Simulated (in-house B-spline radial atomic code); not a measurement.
# P5+: [He] 2s2 2p5 3p1 (an excited or competing configuration)

Level of theory: non-relativistic HSE06, spin-polarised, spherical fractional occupations, exact exchange averaged over the configuration, point nucleus; calculated with a B-spline radial code for spherical atoms.

Z_r = [3n² - l(l+1)]/(2<r>); Z_e = n√(-2ε); the last column is Slater's effective charge. Values are occupation-weighted means over spin.

| shell | electrons | ε (eV) | <r> (bohr) | Z_r | Z_e | Slater |
| --- | --- | --- | --- | --- | --- | --- |
| 1s | 2 | -2216.2 | 0.1038 | 14.44 | 12.76 | 14.70 |
| 2s | 2 | -277.43 | 0.5048 | 11.89 | 9.03 | 11.20 |
| 2p | 5 | -229.88 | 0.4617 | 10.83 | 8.22 | 11.20 |
| 3p | 1 | -68.821 | 1.531 | 8.17 | 6.75 | 7.05 |

The least bound orbital is 3p up at -68.82 eV, and it is also the most diffuse (<r> = 1.531 bohr).
